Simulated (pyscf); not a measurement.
**`[AsH2][AlH][AsH2]`, singlet**

Gas-phase minimum from PySCF at ωB97X-D3(BJ)/def2-SVP, one conformer. 

```xyz
8

As    -2.0170    -0.6955     1.1482
Al    -0.5369     0.7166    -0.1243
As     0.3529    -0.0739    -2.2189
H     -3.0276     0.4260     1.3262
H     -2.6762    -1.2338    -0.1109
H     -0.1505     2.1591     0.4135
H      1.7694     0.3198    -1.8322
H      0.4887    -1.4923    -1.6904
```
Charge 0, spin multiplicity 1.

Bonds (Å): As1–Al2 2.409, As1–H4 1.520, As1–H5 1.520, Al2–As3 2.409, Al2–H6 1.587, As3–H7 1.520, As3–H8 1.520. Angles (°): Al2–As1–H4 92.2, Al2–As1–H5 92.1, H4–As1–H5 94.0, As1–Al2–As3 119.6, As1–Al2–H6 120.2, As3–Al2–H6 120.2, Al2–As3–H7 92.2, Al2–As3–H8 92.1, H7–As3–H8 94.0.

Properties at ωB97X-D3(BJ)/def2-SVP:

```yaml
harmonic_wavenumbers_unscaled: 69, 103, 122, 294, 355, 416, 448, 474, 553, 605, 689, 1011, 1012, 1945, 2253, 2255, 2264, 2267 cm⁻¹
zero_point_energy: 24.5 kcal/mol
rotational_symmetry_number: 2
Entropy of this conformer at 298 K and 1 atm, rigid rotor and harmonic oscillator, modes under 100 cm⁻¹ raised to 100: 355.6 J/(mol K)
dipole_moment: 0.34 D
```

Single-point totals, which compare only within one level (frozen core for MP2 and CC):

```
level                   total energy (hartree)
----------------------  ----------------------
ωB97X-D3(BJ)/def2-TZVP             -4717.12995
PBE/def2-TZVP                      -4716.38818
r²SCAN/def2-TZVP                   -4717.16116
B3LYP-D3(BJ)/def2-TZVP             -4717.33387
PBE0-D3(BJ)/def2-TZVP              -4716.55320
M06-2X/def2-TZVP                   -4717.19497
ωB97M-D3(BJ)/def2-TZVP             -4717.27606
HF/def2-TZVPP                      -4713.25304
MP2/def2-TZVPP                     -4713.88209
CCSD/def2-TZVPP                    -4713.91557
CCSD(T)/def2-TZVPP                 -4713.94039
```

Soft torsions are taken as harmonic, which can shift the entropy by several J/(mol K). The CCSD(T) − MP2 part came from Ansatz, without density fitting, on the same reference. The frozen core leaves the outer d or s,p core shells of the metals and heavy elements correlated in the MP2 and CC values, and def2-TZVPP describes them poorly, so these totals are far from the basis limit. Elements up to Kr have no core potential and no relativistic terms here.
